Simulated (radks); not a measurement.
The numbers below are computed, except where a source is named.
Problem. Dipole-allowed excitations along the series with 2 electrons in [He]. Level of theory: non-relativistic Kohn-Sham, LB94 model potential, spin-unpolarised, spherical densities, point nucleus (a radial shooting solver on a logarithmic mesh with Libxc functionals). Time-dependent linear response with the Hartree and adiabatic LDA kernel, continuum included through the Sternheimer equations. Lines are the poles of the dipole polarisability below minus the highest occupied eigenvalue, found on a grid refined at the orbital gaps; the lowest seven at most are given, and weak or close lines can be missed. The first line takes the name of the lowest orbital gap if no other gap lies below it; otherwise a line is named after a gap within 0.6 % of it, if that gap stands alone.

| species | -e(HOMO) (eV) | lowest orbital gap (eV) | first line (eV) | f | static alpha (bohr^3) |
|---|---|---|---|---|---|
| Sc19+ | 5602.1 | 1s-2p 4260.0 | 4265.8 (1s-2p) | 0.776 | 0.00005005 |
| Ti20+ | 6167.8 | 1s-2p 4687.2 | 4693.3 (1s-2p) | 0.778 | 0.00004141 |
| V21+ | 6760.6 | 1s-2p 5134.8 | 5141.2 (1s-2p) | 0.781 | 0.00003455 |
| Cr22+ | 7380.7 | 1s-2p 5602.8 | 5609.5 (1s-2p) | 0.783 | 0.00002905 |
| Mn23+ | 8028.0 | 1s-2p 6091.2 | 6098.2 (1s-2p) | 0.785 | 0.00002461 |

Estimate the first line of Ca18+, its oscillator strength and the static polarisability.

Solution. 3858.7 eV (1s-2p), f = 0.773, alpha = 0.00006108 bohr^3.
